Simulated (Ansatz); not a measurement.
Molecular dynamics of LiTa$_{16}$

The input (input.yaml):

```yaml
accuracy: low
crystal:
  lattice:
    - [6.62, 0.0, 0.0]
    - [0.0, 6.62, 0.0]
    - [0.0, 0.0, 6.62]
  atoms:
    - { symbol: Ta, position: [-0.00089309, 0.00124893, 0.00082625] }
    - { symbol: Ta, position: [0.50775723, -0.01367165, -0.05379894] }
    - { symbol: Ta, position: [-0.0126976, 0.4733523, 0.0130613] }
    - { symbol: Ta, position: [-0.00465189, 0.00820464, 0.50294888] }
    - { symbol: Ta, position: [0.28375767, 0.25163824, 0.25329998] }
    - { symbol: Ta, position: [0.48745778, 0.52191739, -0.00526055] }
    - { symbol: Ta, position: [0.51544168, 0.03201413, 0.54947709] }
    - { symbol: Ta, position: [0.74317089, 0.23896547, 0.22798276] }
    - { symbol: Ta, position: [0.00968757, 0.48766993, 0.4882071] }
    - { symbol: Ta, position: [0.21741305, 0.74416985, 0.27014842] }
    - { symbol: Ta, position: [0.24790147, 0.26575124, 0.75321419] }
    - { symbol: Ta, position: [0.48736986, 0.51965252, 0.48577143] }
    - { symbol: Ta, position: [0.77034737, 0.72408007, 0.24103968] }
    - { symbol: Ta, position: [0.76306565, 0.24138285, 0.78155372] }
    - { symbol: Ta, position: [0.22992164, 0.75684727, 0.74954896] }
    - { symbol: Ta, position: [0.75780237, 0.74313235, 0.73937603] }
    - { symbol: Li, position: [0.494045, 0.93139196, 0.26124582] }
basis:
  ecutwfc: 420.0
kpoints:
  mp_grid: { grid: [2, 2, 2] }
hamiltonian:
  xc: pbe
  dispersion: d3bj
scf:
  occupations: { method: fermi_dirac, width: 0.15 }
  lower_state_search: "off"
md:
  timestep: 1
  n_steps: 300
  ensemble: nvt_nose_hoover
  temperature: 2100.0
  initial_velocities: maxwell_boltzmann
  seed: 323890
  nose_hoover: { tau: 50.0, chain_length: 5 }
```

Run as:

```bash
$ ansatz run input.yaml --threads 2 --pin off --max-ram 5120MiB --backend cpu --events-out ev --progress --plain --runs-dir out
```

It goes on from the last frame of an earlier run, with new velocities.

Output, in part (step lines):

```
md step     0: t =     0.00 fs  T =  2100.0 K  F+E_penalty+E_count = -159127.08695218 eV  E_kin = 4.343136 eV  conserved = -159122.74381621 eV  (9 SCF iters)
md step     1: t =     1.00 fs  T =  2105.2 K  F+E_penalty+E_count = -159127.09765570 eV  E_kin = 4.353812 eV  conserved = -159122.74384274 eV  (8 SCF iters)
md step     2: t =     2.00 fs  T =  2099.4 K  F+E_penalty+E_count = -159127.08575460 eV  E_kin = 4.341954 eV  conserved = -159122.74379204 eV  (8 SCF iters)
md step     3: t =     3.00 fs  T =  2083.2 K  F+E_penalty+E_count = -159127.05205098 eV  E_kin = 4.308370 eV  conserved = -159122.74366794 eV  (8 SCF iters)
md step     4: t =     4.00 fs  T =  2057.4 K  F+E_penalty+E_count = -159126.99847112 eV  E_kin = 4.255000 eV  conserved = -159122.74348341 eV  (8 SCF iters)
md step     5: t =     5.00 fs  T =  2023.4 K  F+E_penalty+E_count = -159126.92787538 eV  E_kin = 4.184726 eV  conserved = -159122.74325683 eV  (4 SCF iters)
md step     6: t =     6.00 fs  T =  1983.0 K  F+E_penalty+E_count = -159126.84377751 eV  E_kin = 4.101091 eV  conserved = -159122.74300976 eV  (3 SCF iters)
md step     7: t =     7.00 fs  T =  1937.9 K  F+E_penalty+E_count = -159126.75002802 eV  E_kin = 4.007979 eV  conserved = -159122.74276494 eV  (3 SCF iters)
[... lines left out ...]
md step   299: t =   299.00 fs  T =  1841.0 K  F+E_penalty+E_count = -159124.56466325 eV  E_kin = 3.807496 eV  conserved = -159122.74114441 eV  (3 SCF iters)
md step   300: t =   300.00 fs  T =  1882.9 K  F+E_penalty+E_count = -159124.67586155 eV  E_kin = 3.894160 eV  conserved = -159122.74119732 eV  (6 SCF iters)
```

The steps, from the saved trajectory:

```csv
time (fs),T (K),potential energy less start (eV),conserved less start (meV/atom)
0.0,2100,0.000,0.00
10.0,1794,0.638,0.10
20.0,1647,0.985,0.13
30.0,1853,0.666,0.02
40.0,1450,1.659,0.09
50.0,1440,1.901,0.12
60.0,1784,1.596,-0.01
70.0,1561,2.508,0.20
80.0,1926,2.244,0.09
90.0,1851,2.762,0.19
100.0,2163,2.350,0.15
110.0,2294,2.218,0.07
120.0,2034,2.827,0.22
130.0,2172,2.598,0.05
140.0,1812,3.392,0.29
150.0,2212,2.636,0.03
160.0,1901,3.350,0.15
170.0,1635,3.993,0.24
180.0,1914,3.562,0.11
190.0,2106,3.391,0.20
200.0,2370,3.109,0.16
210.0,2680,2.742,0.18
220.0,2810,2.688,0.18
230.0,2699,3.002,0.23
240.0,2867,2.602,0.16
250.0,2631,2.836,0.21
260.0,2240,3.194,0.18
270.0,1744,3.711,0.20
280.0,1451,3.874,0.19
290.0,1441,3.580,0.22
300.0,1883,2.411,0.15
```

The run went to its last step. The conserved energy stayed within 0.31 meV per atom of its start (net change 0.15 meV per atom), so the integration is sound. A run of 0.3 ps of so small a system gives no equilibrium averages. Limits of this set-up: coarse k mesh, low accuracy level.

Mean squared displacements from the first frame to the last, about the centre of mass: Ta 0.12 Å², Li 4.54 Å².

Last frame:

```xyz
17
Lattice="6.6200 0.0000 0.0000 0.0000 6.6200 0.0000 0.0000 0.0000 6.6200" Properties=species:S:1:pos:R:3
Ta 0.247 -0.155 0.129
Ta 3.228 -0.097 0.174
Ta -0.101 3.198 -0.016
Ta 0.249 0.207 3.478
Ta 1.668 1.902 1.454
Ta 3.396 3.338 -0.018
Ta 2.989 0.486 3.192
Ta 4.984 1.419 1.506
Ta -0.161 3.325 3.371
Ta 1.670 4.930 1.763
Ta 1.595 1.675 5.033
Ta 3.451 3.133 3.373
Ta 5.234 5.003 1.433
Ta 4.957 1.532 4.782
Ta 1.570 4.958 5.016
Ta 4.702 4.849 4.978
Li 4.873 6.028 3.127
```

The run took 30 min on 2 threads of Arm Neoverse V1 (shared host), peak memory 0.94 GiB.
